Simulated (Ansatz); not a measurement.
`C=C([SiH3])[SiH2]O`, charge 0, multiplicity 1.

**Question.** Give a relaxed structure at PBE0-D4/def2-TZVP (Ansatz 0.2.0). (Estimate.)

**Answer.** The calculation gave: 
Z-matrix (Å, degrees):
```
Si
C 1 1.865
H 1 1.488 2 110.7
H 1 1.488 2 110.6 3 119.0
H 1 1.488 2 109.3 3 -120.6
Si 2 1.863 1 121.4 3 -55.4
C 2 1.337 1 119.4 3 124.5
O 6 1.649 2 112.0 1 -172.4
H 6 1.491 2 108.5 1 -49.7
H 6 1.483 2 110.2 1 69.8
H 7 1.089 2 122.0 1 -179.9
H 7 1.089 2 122.5 1 -0.3
H 8 0.958 6 117.5 2 78.3
```
This is one stationary point; other conformers may exist.
